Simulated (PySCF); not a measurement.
C₄H₃FOS, SMILES Oc1cc(F)cs1. The structure is a stationary point at PBE-D3(BJ)/def2-SVP. One conformer was computed; it need not be the lowest.

Computed equilibrium geometry at PBE-D3(BJ)/def2-SVP (PySCF confirms it by a frequency run) as Cartesian coordinates in Å, and its point group (one conformer of several):
point group Cs.
```xyz
10

O      1.1447    -2.1944     0.0000
C      0.5248    -0.9931     0.0000
C      1.1560     0.2344     0.0000
C      0.1990     1.2966     0.0000
F      0.5790     2.5821     0.0000
C     -1.1221     0.9071     0.0000
S     -1.2262    -0.8341     0.0000
H      0.4824    -2.9098     0.0000
H      2.2435     0.3710     0.0000
H     -2.0214     1.5306     0.0000
```
Charge 0, spin multiplicity 1.
